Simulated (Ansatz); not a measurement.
`FC(S)[TeH]` from Hartree–Fock to CCSD(T)

```xyz
7

F     1.621   -0.641   -0.426
C     0.367   -0.109   -0.246
S    -0.719   -1.203    0.644
Te    0.650    1.712    0.905
H    -0.033    0.144   -1.226
H    -0.949   -2.056   -0.376
H    -0.937    2.153    0.725
```

The species carries charge 0 and has multiplicity 1. Correlated methods include outer-core shells of Te, which these sets cover unevenly. Te takes the def2 core potential. The structure was optimised at the PBE0-D4/def2-TZVP level. It is one conformer, not always the lowest. Frozen core, restricted reference, the Gaussian-basis code of Ansatz.

```json
{"basis": "def2-SVP", "HF (Eh)": "-803.29668", "MP2 corr.": "-0.57782", "CCSD corr.": "?", "(T)": "-0.01695", "CCSD(T) total": "?"}
{"basis": "def2-TZVPP", "HF (Eh)": "?", "MP2 corr.": "-1.06490", "CCSD corr.": "?", "(T)": "?", "CCSD(T) total": "?"}
{"basis": "def2-QZVPP", "HF (Eh)": "-803.64290", "MP2 corr.": "-1.27635", "CCSD corr.": "–", "(T)": "–", "CCSD(T) total": "–"}
```

**Question.** Fill in the withheld values. (Best estimate.)

**Answer.** Computed: def2-SVP CCSD corr.: -0.61724; def2-SVP CCSD(T) total: -803.93087; def2-TZVPP HF (Eh): -803.62346; def2-TZVPP CCSD corr.: -1.06852; def2-TZVPP (T): -0.03626; def2-TZVPP CCSD(T) total: -804.72824.
